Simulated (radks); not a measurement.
Er, configuration [Xe] 4f12 6s2 (the NIST ground configuration). Calculated with a radial shooting solver on a logarithmic mesh with Libxc functionals: scalar-relativistic Kohn-Sham, LDA (Slater exchange, Perdew-Wang correlation), spin-polarised, spherical densities, finite nucleus; open shells are filled with parallel spins first (spin-orbit coupling, left out, can overturn this in heavy ions); Fermi nuclear charge, rms radius 5.2516 fm; hard spherical wall at 10 bohr.

Unscreened Slater integrals over Kohn-Sham orbitals (hartree). They are taken over the spin-up orbitals. Empty in this configuration: 5d.

\begin{tabular}{lr}
integral & value \\ \hline
F0(6s,6s) & 0.23204 \\
F0(6s,4f) & 0.30314 \\
G3(6s,4f) & 0.0099652 \\
F0(6s,5p) & 0.29164 \\
G1(6s,5p) & 0.020605 \\
F0(6s,5d) & 0.24943 \\
G2(6s,5d) & 0.098859 \\
F0(4f,4f) & 1.1587 \\
F2(4f,4f) & 0.53405 \\
F4(4f,4f) & 0.33209 \\
F6(4f,4f) & 0.23811 \\
F0(4f,5p) & 0.72409 \\
F2(4f,5p) & 0.24451 \\
G2(4f,5p) & 0.13296 \\
G4(4f,5p) & 0.10040 \\
F0(4f,5d) & 0.39079 \\
F2(4f,5d) & 0.073614 \\
F4(4f,5d) & 0.033712 \\
G1(4f,5d) & 0.038700 \\
G3(4f,5d) & 0.027797 \\
G5(4f,5d) & 0.020345 \\
F0(5p,5p) & 0.60382 \\
F2(5p,5p) & 0.32232 \\
F0(5p,5d) & 0.36864 \\
F2(5p,5d) & 0.14235 \\
G1(5p,5d) & 0.15051 \\
G3(5p,5d) & 0.090352 \\
F0(5d,5d) & 0.28324 \\
F2(5d,5d) & 0.13265 \\
F4(5d,5d) & 0.083162 \\
\end{tabular}

Derived for the open shells (J is the average intra-shell exchange parameter used in DFT+U). 4f: F4/F2 = 0.622, F6/F2 = 0.446, J = (286 F2 + 195 F4 + 250 F6)/6435 = 0.04305 hartree.
